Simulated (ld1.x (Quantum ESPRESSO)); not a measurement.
# u(r) = r·R(r): atom against pseudo-atom (B (Z = 5))

Columns: radius, all-electron u(r) and pseudo u(r) of the 2p shell (level -3.55 eV) of boron in the configuration [He] 2s2 2p1; Wu–Cohen, non-relativistic, ultrasoft scheme, ld1.x (Quantum ESPRESSO) 7.5.

| r (bohr) | all-electron | pseudo |
| --- | --- | --- |
| 0.238 | 0.1133 | 0.0069 |
| 0.475 | 0.2854 | 0.0271 |
| 0.712 | 0.4278 | 0.0588 |
| 0.950 | 0.5302 | 0.0999 |
| 1.188 | 0.5930 | 0.1471 |
| 1.425 | 0.6221 | 0.1965 |
| 1.662 | 0.6259 | 0.2449 |
| 1.900 | 0.6119 | 0.2891 |
| 2.137 | 0.5861 | 0.3258 |
| 2.375 | 0.5526 | 0.3533 |
| 2.612 | 0.5147 | 0.3701 |
| 2.850 | 0.4745 | 0.3762 |
| 3.088 | 0.4339 | 0.3721 |
| 3.325 | 0.3946 | 0.3592 |
| 3.562 | 0.3574 | 0.3396 |
| 3.800 | 0.3227 | 0.3152 |
| 4.037 | 0.2910 | 0.2886 |
| 4.275 | 0.2619 | 0.2615 |
| 4.512 | 0.2357 | 0.2357 |
| 4.750 | 0.2118 | 0.2118 |
| 4.988 | 0.1901 | 0.1901 |
| 5.225 | 0.1704 | 0.1704 |
| 5.462 | 0.1527 | 0.1527 |
| 5.700 | 0.1366 | 0.1366 |
| 5.938 | 0.1220 | 0.1220 |
| 6.175 | 0.1089 | 0.1089 |

**Question.** How many radial nodes do the two functions have?

**Answer.** The all-electron 2p function has n − l − 1 = 0; the pseudo-wave has 0.

**Question.** At about which radius was the pseudo-wave matched?

**Answer.** 4.75 bohr. The columns agree to 0.0005 from 4.28 bohr on; several derivatives are matched, so the curves merge somewhat inside the radius.

**Question.** Is the pseudo-wave norm-conserving?

**Answer.** No, it belongs to an ultrasoft set: the norm inside the radius is not constrained, and the difference is carried by the augmentation charge.
